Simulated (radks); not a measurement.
Question: Ionisation of the bismuth ion Bi+, [Hg] 6p2, to [Hg] 6p1 as the strength of local exchange is varied. All-electron calculation, Dirac Kohn-Sham, Slater X-alpha exchange (alpha = 2/3 is LDA exchange), no correlation, spin-unpolarised, spherical densities, point nucleus; open shells fill j = l - 1/2 first. Program: a radial shooting solver on a logarithmic mesh with Libxc functionals.

alpha  E(Bi+) (hartree)  exchange (hartree)  IE (eV)  -e of the level emptied (eV)  <r> of it (bohr)
0.641       -21546.5033           -363.2270   15.510                11.418 (6p1/2)             2.641
0.667       -21561.2415           -378.2255   15.777                11.665 (6p1/2)             2.624
0.796       -21634.5189           -452.9462   17.134                12.931 (6p1/2)             2.542
0.839       -21659.0012           -477.9660   17.598                13.366 (6p1/2)             2.517
0.909       -21698.9166           -518.8164   18.366                14.089 (6p1/2)             2.476
0.939       -21716.0462           -536.3695   18.700                14.403 (6p1/2)             2.460
0.974       -21736.0480           -556.8827   19.093                14.775 (6p1/2)             2.441
?           -21534.0405           -350.5521   15.286                11.210 (6p1/2)             2.656

Which alpha was used in the last row?

Answer: alpha = 0.619. NIST Atomic Spectra Database: 16.703 eV (measured). The Delta-SCF value meets it near alpha = 0.76. Spin polarisation and multiplet splitting are left out, so open shells lie too high by an amount that depends on their filling.

Beside tabulated values, note that spin-unpolarised runs miss the spin-polarisation part of the exchange energy of open shells.
